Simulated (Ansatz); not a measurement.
`[SnH3][I]`, relaxed with RKS PBE-D4/def2-SVP in Ansatz from a rough embedded geometry. The force threshold is 0.03 eV/Å; the program also tests the step.

Total charge 0; spin multiplicity 1. Sn, I: def2 effective core potential.

Start:

```xyz
5

Sn   -0.029   -0.030    0.144
I     0.755    0.379   -2.371
H     0.616    1.223    1.261
H     0.465   -1.592    0.685
H    -1.808    0.021    0.281
```

```
step  energy (eV)  largest force (eV/Å)  largest move (Å)
   1  -13980.8098                 1.114             0.000
   2  -13980.8480                 0.586             0.178
   3  -13980.9056                 0.068             0.086
   4  -13980.9060                 0.003             0.007
```

End:

```xyz
5

Sn   -0.072   -0.038    0.228
I     0.739    0.395   -2.335
H     0.629    1.204    1.195
H     0.498   -1.601    0.680
H    -1.794    0.041    0.231
```

Run time 2.6 s (4 threads of an Arm Neoverse V1 on a shared host); peak host memory 0.13 GiB.
